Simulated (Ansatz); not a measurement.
Job for Ansatz (a program for electronic structure): R-CCSD(T)/def2-SVPD on HI (SMILES I) with ghost functions, monomers drawn apart or pushed together. Elements past Kr take the def2 small-core potentials; no spin–orbit coupling. The run froze 9 orbitals, filled d shells among them.

Ansatz 0.2 input:
```yaml
crystal:
  periodic: [false, false, false]
  atoms:
    - {symbol: I, position_ang: [-0.02252384, -0.47709078, 4.51192034]}
    - {symbol: H, position_ang: [-0.04726210, -0.30835198, 2.79791016]}
basis:
  gaussian:
    orbitals: def2-SVPD
    ghost_atoms:
      - {symbol: N, position_ang: [-0.08030723, -0.08380489, 0.51713559]}
      - {symbol: H, position_ang: [0.15046936, -0.96815748, 0.07880177]}
      - {symbol: H, position_ang: [-1.00252691, 0.20491527, 0.21117785]}
      - {symbol: H, position_ang: [0.59612786, 0.61363946, 0.22823427]}
magnetization: {spin_polarized: false}
correlation: {method: ccsd_t, electrons: outside_noble_gas}
scf: {lower_state_search: off}
```

It printed:

```
WARN ansatz: RAYON_NUM_THREADS=2 ignored (pool sized by the plan → 2); use --threads N
Functional definition: HF
these checks for a lower state are left out or cut short: stability, starts, cluster_reference, orbital_swaps, neighbouring_geometries, increment
integrals: 0.09 GiB planned
881 factors; integrals over basis functions are off by at most 7.9e-4 eV
mean field: 0.15 GiB planned
mean field evaluation 1: about -8087.5989 eV, gradient 8.6e0 eV
mean field evaluation 2: about -8087.5997 eV, gradient 8.6e0 eV
mean field evaluation 4: about -8087.9899 eV, gradient 8.8e-1 eV
mean field evaluation 8: about -8087.9967 eV, gradient 1.2e-3 eV
mean field -8087.99674786 eV, -297.2283982427 hartree, gradient 4.8e-6 eV, S^2 0.000000; 0 other end points of the search recorded, 0 dependent functions left out
9 core orbitals not correlated
reference -8087.99674786 eV, -297.2283982427 hartree; 4, 4 occupied and 74, 74 virtual orbitals, 881 factors
second order -3.14234526 eV of doubles, -0.00000000 eV of singles
coupled cluster: 0.24 GiB planned
cycle   1  -3.46864975 eV  change   -3.3e-1 eV  update   4.6e-2
cycle   2  -3.57982047 eV  change   -1.1e-1 eV  update   1.6e-2
cycle   3  -3.58905513 eV  change   -9.2e-3 eV  update   3.9e-3
cycle   4  -3.58906546 eV  change   -1.0e-5 eV  update   1.1e-3
cycle   5  -3.58888101 eV  change    1.8e-4 eV  update   3.0e-4
cycle   6  -3.58887087 eV  change    1.0e-5 eV  update   8.5e-5
cycle   7  -3.58887644 eV  change   -5.6e-6 eV  update   2.9e-5
cycle   8  -3.58887824 eV  change   -1.8e-6 eV  update   8.4e-6
perturbative correction -0.08498561 eV, -0.0031231635 hartree
Total energy: -8091.67061170 eV, -297.3634102488 hartree
Checks for a lower state left out: stability, starts, cluster_reference, orbital_swaps, neighbouring_geometries, increment
```

The calculation finished and met its thresholds.

Cost: roughly 2.5 core-seconds.
